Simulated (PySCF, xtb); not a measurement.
C₂H₇ClOSi, SMILES C[C@@H](O)[SiH2]Cl.

GFN2-xTB in xtb at its own geometry gives an orbital gap of 5.08 eV and a dipole moment of 2.99 D.

The structure is a stationary point at r2SCAN-D4/def2-SVP. The structure was generated by enumeration; whether it is a known compound was not checked. Other conformers were not sampled.

What does PBE/def2-TZVP run with PySCF give? (The exact figures need the calculation; the answer reports its results.)

gap 5.39 eV (levels -6.13 and -0.75 eV), dipole 2.50 D.
